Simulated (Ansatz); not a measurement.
HBF, SMILES `[BH-]F` (excited triplet) (charge -1, multiplicity 3). This triplet is an excited state, 0.67 eV above the relaxed singlet at the level frozen-core CCSD(T)/aug-cc-pVTZ // B3LYP-D3(BJ)/def2-TZVPD (Ansatz, a program for electronic structure).

Z-matrix (Å, degrees):
```
B
F 1 1.4003
H 1 1.2108 2 121.13
```
Charge -1, spin multiplicity 3.

Frozen-core energies in aug-cc-pVDZ from Ansatz at a geometry from B3LYP-D3(BJ)/def2-TZVPD; the HF reference has <S^2> = 2.00 and the T1 diagnostic is 0.020.

```
level  energy (Ha)
-----  -----------
HF      -124.66184
MP2     -124.94521
CCSD    -124.95939
```

Task: Estimate the energies of CCSD(T), CCSDT and CCSDT(Q), and give each level's difference from CCSDT(Q).

Result: 
```csv
level,energy (Ha),difference from CCSDT(Q) (mHa)
MP2,-124.94521,23.16
CCSD,-124.95939,8.98
CCSD(T),-124.96717,1.20
CCSDT,-124.96795,0.42
CCSDT(Q),-124.96837,0.00
```
